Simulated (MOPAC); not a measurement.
A run for MOPAC: AM1 on GaN+, 2S+1 = 4, a spin state set in the input, which need not be the lowest, a point of a bond scan (R = 2.718 Å). Charge +1.

```
AM1 1SCF PRECISE CHARGE=1 UHF MS=1.5 THREADS=1
GaN

N      0.00000000 1     0.00000000 1     0.00000000 1
Ga     0.00000000 1     0.00000000 1     2.71828200 1
```

Program output:

```
*******************************************************************************
 **                                                                           **
 **                              MOPAC v23.2.5                                **
 **                                                                           **
 *******************************************************************************
 ** MOPAC's Digital Object Identifier: https://doi.org/10.5281/zenodo.6511958 **
 **                                                                           **
 ** Please cite the open-source release paper for use of this MOPAC version:  **
 ** J. E. Moussa and J. J. P. Stewart (2026)                                  **
 ** MOPAC: An open-source semiempirical molecular orbital program             **
 ** J. Open Source Softw., 11(119), 8025, https://doi.org/10.21105/joss.08025 **
 *******************************************************************************

                              AM1 CALCULATION RESULTS

 *******************************************************************************
 *  AM1        - The AM1 Hamiltonian to be used
 *  UHF        - UNRESTRICTED HARTREE-FOCK CALCULATION
 *
 *
 *
 *                 CHARGE ON SYSTEM = +1
 *
 *
 *
 *  MS=        - IN MECI, MAGNETIC COMPONENT OF SPIN =  1.5
 *  PRECISE    - TIGHTER CRITERIA TO BE USED
 *  1SCF       - DO 1 SCF AND THEN STOP
 *  THREADS=1  - MULTI-THREADING NOT USED
 *  T=         - A TIME OF 172800.0 SECONDS REQUESTED
 *  DUMP=N     - RESTART FILE WRITTEN EVERY 7200.0 SECONDS REQUESTED
 *******************************************************************************
AM1 1SCF PRECISE CHARGE=1 UHF MS=1.5 THREADS=1
 GaN

   ATOM   CHEMICAL          X               Y               Z
  NUMBER   SYMBOL      (ANGSTROMS)     (ANGSTROMS)     (ANGSTROMS)

     1       N          0.00000000  *   0.00000000  *   0.00000000  *
     2      Ga          0.00000000  *   0.00000000  *   2.71828200  *



          CARTESIAN COORDINATES

    NO.       ATOM           X           Y           Z

     1         N          0.0000      0.0000      0.0000
     2        Ga          0.0000      0.0000      2.7183

  N: (AM1): M.J.S. DEWAR ET AL, J. AM. CHEM. SOC. 107 3902-3909 (1985)
 Ga: (AM1): J. J. P. STEWART, J. MOL. MOD., 10, 155-164 (2004)

           Empirical Formula: N Ga  =     2 atoms



      MOLECULAR POINT GROUP   :   C*v


          UHF CALCULATION, NO. OF ALPHA ELECTRONS =    5
                           NO. OF BETA  ELECTRONS =    2

 -------------------------------------------------------------------------------
 AM1 1SCF PRECISE CHARGE=1 UHF MS=1.5 THREADS=1
 GaN



     1SCF WAS SPECIFIED, SO BFGS WAS NOT USED
     SCF FIELD WAS ACHIEVED


                              AM1 CALCULATION
                                                       MOPAC v23.2.5 Linux




          FINAL HEAT OF FORMATION =        376.90708 KCAL/MOL =    1576.97924 KJ/MOL


          COSMO AREA              =         84.49 SQUARE ANGSTROMS
          COSMO VOLUME            =         66.37 CUBIC ANGSTROMS

          IONIZATION POTENTIAL    =         17.816356 EV
          ALPHA SOMO LUMO (EV)    =        -17.816-10.427
          BETA  SOMO LUMO (EV)    =        -18.507-10.631
          NO. OF ALPHA ELECTRONS  =          5
          NO. OF BETA  ELECTRONS  =          2
          MOLECULAR WEIGHT        =         83.7417         POINT GROUP:  C*v

          MOLECULAR DIMENSIONS (Angstroms)

            Atom       Atom       Distance
           Ga     2    N     1     2.71828
           Ga     2    N     1     0.00000
            N     1   Ga     2     0.00000


          SCF CALCULATIONS        =          1





   ATOM   CHEMICAL          X               Y               Z
  NUMBER   SYMBOL      (ANGSTROMS)     (ANGSTROMS)     (ANGSTROMS)

     1       N          0.00000000  *   0.00000000  *   0.00000000  *
     2      Ga          0.00000000  *   0.00000000  *   2.71828200  *

                             CARTESIAN COORDINATES

   1    N        0.000000000     0.000000000     0.000000000
   2   Ga        0.000000000     0.000000000     2.718282000


           Empirical Formula: N Ga  =     2 atoms



      MOLECULAR POINT GROUP   :   C*v


          ALPHA EIGENVALUES
 -35.98744 -19.79910 -19.66768 -18.93071 -17.81636 -10.42748  -8.67321  -6.80072


           BETA EIGENVALUES
 -28.21385 -18.50736 -10.63089  -9.07099  -6.57536  -6.04202  -5.53250  -5.52797


              NET ATOMIC CHARGES AND DIPOLE CONTRIBUTIONS

  ATOM NO.   TYPE          CHARGE      No. of ELECS.   s-Pop       p-Pop
    1          N           0.313655        4.6863     1.98822     2.69813
    2         Ga           0.686345        2.3137     0.00237     2.31129
 DIPOLE           X         Y         Z       TOTAL
 POINT-CHG.     0.000     0.000    -1.911     1.911
 HYBRID         0.000     0.000     0.197     0.197
 SUM            0.000     0.000    -1.715     1.715


          ATOMIC ORBITAL ELECTRON POPULATIONS

     Atom    s        px        py        pz
    1  N   1.98822   1.00000   0.99386   0.70427
    2 Ga   0.00237   1.00000   0.00614   1.30515


                    (SZ)    =    1.500000
                    (S**2)  =    4.237845


          ATOMIC ORBITAL SPIN POPULATIONS

    Atom   Total    s     px     py     pz
         Atomic
    1  N  2.6153 -0.011  1.000  0.994  0.632
    2 Ga  0.3847 -0.000  1.000  0.006 -0.621

 **********************
 *                    *
 * JOB ENDED NORMALLY *
 *                    *
 **********************




 == MOPAC DONE ==
```

The run finished. Its determinant has ⟨S²⟩ = 4.24, a mixture of spin states.

Cost: very roughly 0.03 core-seconds.
